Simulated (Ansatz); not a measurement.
Geometry optimisation, RKS PBE0-D4/def2-SVP in Ansatz.

The input (input.yaml):

```yaml
crystal:
  periodic: [false, false, false]
  atoms:
    - { symbol: Sn, position_ang: [0.26595, 2.07185, 0.218007] }
    - { symbol: O, position_ang: [1.477417, 0.445896, 0.096276] }
    - { symbol: H, position_ang: [-0.221525, 2.52145, -1.358492] }
    - { symbol: H, position_ang: [-1.029535, 1.622863, 1.230684] }
    - { symbol: H, position_ang: [1.223294, 3.306584, 0.931832] }
    - { symbol: H, position_ang: [-0.792801, -0.962231, -0.454973] }
    - { symbol: "N", position_ang: [-1.315693, -0.566362, -1.236064] }
    - { symbol: H, position_ang: [0.803083, -1.593629, 0.817447] }
    - { symbol: "N", position_ang: [0.298235, -2.472401, 0.933873] }
    - { symbol: H, position_ang: [2.403597, 0.698492, 0.175717] }
    - { symbol: H, position_ang: [-1.968265, 0.122391, -0.87412] }
    - { symbol: H, position_ang: [-0.650534, -0.097401, -1.843388] }
    - { symbol: H, position_ang: [-0.600399, -2.258264, 1.358797] }
    - { symbol: H, position_ang: [0.107276, -2.839336, 0.004403] }
basis:
  gaussian: { orbitals: def2-SVP }
hamiltonian:
  xc: pbe0
  dispersion: d4
relax:
  f_tol: 0.03
  max_steps: 50
```

Launched with:

```bash
$ ansatz run input.yaml --threads 2 --pin off --max-ram 3072MiB --backend cpu --events-out ev --progress --plain --runs-dir out
```

Q: Where does it end, and by what steps?

A: The run converged. The force dipped under the threshold on the way, but the program's further checks kept it going. After 18 steps the energy has fallen by 0.054 eV; H13 moved furthest, 0.54 Å.

```tsv
step	energy less start (eV)	largest force component (eV/Å)	accepted
0	0.0000	0.435	yes
1	-0.0158	0.873	yes
2	-0.0312	0.341	yes
3	-0.0394	0.147	yes
4	-0.0337	0.196	no
5	-0.0452	0.029	yes
6	-0.0461	0.049	yes
7	-0.0464	0.048	yes
8	-0.0469	0.067	yes
9	-0.0474	0.065	yes
10	-0.0483	0.104	yes
11	-0.0490	0.087	yes
12	-0.0500	0.146	yes
13	-0.0501	0.159	yes
14	-0.0520	0.086	yes
15	-0.0529	0.027	yes
16	-0.0534	0.021	yes
17	-0.0535	0.074	yes
18	-0.0538	0.028	yes
```

```xyz
14
Properties=species:S:1:pos:R:3
Sn 0.258 1.913 0.361
O 1.398 0.396 -0.295
H -0.439 2.651 -1.014
H -0.903 1.235 1.415
H 1.318 2.980 1.188
H -0.948 -1.009 -0.615
N -1.276 -0.617 -1.497
H 0.780 -1.328 0.632
N 0.348 -2.110 1.132
H 2.330 0.525 -0.085
H -1.963 0.105 -1.296
H -0.463 -0.177 -1.925
H -0.508 -1.767 1.564
H 0.068 -2.798 0.435
```

Whether the end is a true minimum wasn't checked by a vibrational analysis.

The run took 41 s on 2 threads of Intel(R) Xeon(R) 6975P-C (Granite Rapids), with other jobs on the host, peak memory 0.31 GiB.
